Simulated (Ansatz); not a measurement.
Computed with Ansatz on PBE0-D4/def2-TZVP structures; ΔE is electronic, products minus reactants. CCSD(T)/CBS is the MP2 limit (def2-TZVPP, def2-QZVPP) plus CCSD(T) − MP2 in def2-TZVPP, frozen cores. This one scheme is used for every species. DFT in def2-TZVPP. HSE06 is defined as in plane-wave codes. For Br outer-core shells are correlated without core-valence functions, which leaves a few kJ/mol of doubt a bond. Scalar relativity is left out up to krypton.

Consider the silylene formation by 1,1-elimination: `[SiH3][C@H]1B[Si@@H]1Br` → `Br[SiH]1BC1` + `[SiH2]`.

| level | ΔE (eV) | difference from CCSD(T)/CBS |
| --- | --- | --- |
| PBE-D4 | 2.67 | -0.03 |
| r2SCAN-D4 | 2.87 | 0.17 |
| PBE0-D4 | 2.81 | 0.11 |
| HSE06-D4 | 2.81 | 0.11 |
| ωB97X-V | 2.82 | 0.12 |
| PBE-QIDH | 2.90 | 0.20 |
| BHLYP | 2.60 | -0.10 |
| HF/def2-SVP | 2.47 | -0.23 |
| CCSD(T)/def2-SVP | 2.48 | -0.22 |
| MP2/def2-TZVPP | 2.85 | 0.15 |
| SCS-MP2/def2-TZVPP | 2.71 | 0.01 |
| CCSD/def2-TZVPP | 2.58 | -0.12 |
| HF/def2-QZVPP | 2.54 | -0.16 |
| MP2/def2-QZVPP | 2.90 | 0.20 |
| SCS-MP2/def2-QZVPP | 2.76 | 0.06 |
| CCSD/CBS(def2) | 2.67 | -0.03 |
| CCSD(T)/CBS | 2.70 | 0 |

(1) What do rigid-rotor, harmonic-oscillator terms from PBE0-D4/def2-TZVP frequencies (298.15 K, 1 bar) make of the CCSD(T)/CBS value? (Best estimate.)

Largest T1 diagnostic among the species: 0.014.

Results:

(1) Ansatz gave: ΔZPE = -0.11 eV, ΔH = +2.63 eV, ΔS = 156 J/(mol·K), ΔG = +2.15 eV.

At CCSD(T), def2-SVP lies −0.22 eV from the extrapolated value and def2-TZVPP −0.08 eV. The D4 term adds +0.18 eV with B3LYP and +0.10 eV with PBE0; it sums over pairs of atoms, weighted by their polarisabilities, and B3LYP, whose exchange is more repulsive, gets the larger term. From BLYP to BHLYP (50 % exact exchange), in def2-TZVPP and without D4, ΔE moves by +0.39 eV.

B3LYP here is the variant with VWN-RPA as its local correlation; programs differ in this.
